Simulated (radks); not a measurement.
Results of a calculation; reference values are marked as such.
Species: the xenon ion Xe17+. Configuration: [Kr] 4d1. Level of theory: Dirac Kohn-Sham, LB94 model potential, spin-unpolarised, spherical densities, finite nucleus; open shells fill j = l - 1/2 first; Fermi nuclear charge, rms radius 4.7859 fm (a radial shooting solver on a logarithmic mesh with Libxc functionals).

Unscreened Slater integrals over Kohn-Sham orbitals (cm^-1). Large and small components are both included. Empty in this configuration: 4d5/2.

integral,value
"F0(4d3/2,4d3/2)",271720
"F2(4d3/2,4d3/2)",139410
"F0(4d3/2,4p3/2)",275720
"F2(4d3/2,4p3/2)",142680
"G1(4d3/2,4p3/2)",179810
"G3(4d3/2,4p3/2)",114090
"F0(4d3/2,4p1/2)",279630
"G1(4d3/2,4p1/2)",182950
"F0(4d3/2,4s1/2)",281980
"G2(4d3/2,4s1/2)",141680
"F0(4d3/2,4d5/2)",270590
"F2(4d3/2,4d5/2)",138890
"G2(4d3/2,4d5/2)",138690
"G4(4d3/2,4d5/2)",93974
"F0(4p3/2,4p3/2)",280380
"F2(4p3/2,4p3/2)",147640
"F0(4p3/2,4p1/2)",284450
"G2(4p3/2,4p1/2)",148870
"F0(4p3/2,4s1/2)",286920
"G1(4p3/2,4s1/2)",195110
"F0(4p3/2,4d5/2)",274540
"F2(4p3/2,4d5/2)",142110
"G1(4p3/2,4d5/2)",179490
"G3(4p3/2,4d5/2)",113790
"F0(4p1/2,4p1/2)",288800
"F0(4p1/2,4s1/2)",291380
"G1(4p1/2,4s1/2)",198480
"F0(4p1/2,4d5/2)",278380
"G3(4p1/2,4d5/2)",114840
"F0(4s1/2,4s1/2)",294130
"F0(4s1/2,4d5/2)",280700
"G2(4s1/2,4d5/2)",140940
"F0(4d5/2,4d5/2)",269470
"F2(4d5/2,4d5/2)",138410
"F4(4d5/2,4d5/2)",93793
